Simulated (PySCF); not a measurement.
**Orbital picture of TcS**

ωB97M-V at R = 2.112 Å; Tc def2-TZVPP with ECP28, S def2-TZVPP; scalar-relativistic core potentials (PySCF 2.14). State: ⁶Σ⁺ (sextet), unpaired electrons σ ↑, π ↑↑, δ ↑↑. Only the outer orbitals are listed, counted within each symmetry, core potentials removing the inner ones.

| spin | orbital | occ. | ε (eV) | on Tc (%) | main shells (%) |
| --- | --- | --- | --- | --- | --- |
| α | 3π | 1 | -11.81 | 77 | 78 Tc d, 22 S p |
| α | 3π | 1 | -11.81 | 77 | 78 Tc d, 22 S p |
| α | 7σ | 1 | -11.68 | 60 | 59 Tc d, 34 S p |
| α | 1δ | 1 | -11.15 | 100 | 100 Tc d |
| α | 1δ | 1 | -11.15 | 100 | 100 Tc d |
| α | 8σ | 1 | -8.85 | 69 | 54 Tc s, 31 S p, 14 Tc d |
| α | 4π | 1 | -7.99 | 30 | 70 S p, 19 Tc d, 11 Tc p |
| α | 4π | 1 | -7.99 | 30 | 70 S p, 19 Tc d, 11 Tc p |
| α | 9σ | 0 | -0.94 | 77 | 34 Tc s, 31 Tc p, 23 S p |
| α | 5π | 0 | 0.76 | 96 | 94 Tc p |
| α | 5π | 0 | 0.76 | 96 | 94 Tc p |
| β | 7σ | 1 | -10.25 | 28 | 67 S p, 22 Tc d |
| β | 3π | 1 | -9.26 | 33 | 65 S p, 30 Tc d |
| β | 3π | 1 | -9.26 | 33 | 65 S p, 30 Tc d |
| β | 8σ | 0 | -1.06 | 105 | 90 Tc s, 8 Tc d |
| β | 9σ | 0 | -0.03 | 70 | 44 Tc d, 29 Tc p, 28 S p |
| β | 4π | 0 | 0.00 | 82 | 53 Tc d, 29 Tc p, 17 S p |

Problem. Which are the highest filled and the lowest empty level, where do they sit, and how wide is the gap?

Solution. Highest filled α 4π at -7.99 eV (in %: 70 S p, 19 Tc d, 11 Tc p); lowest empty β 8σ at -1.06 eV (in %: 90 Tc s, 8 Tc d); the gap at ωB97M-V is 6.93 eV.

- bond order (Mayer): 2.34
- ⟨S²⟩: 8.769
- charge on Tc (Mulliken, basis-dependent): 0.41
- charge on Tc (Löwdin, basis-dependent): 0.01
- dipole moment (positive dipole means Tc(−)S(+)): -5.12 D

Shares are Mulliken populations and can fall outside 0 to 100 %.

Spin–orbit coupling is left out. With d or f electrons several states lie close, and the lowest PBE0 determinant need not be the measured ground state.
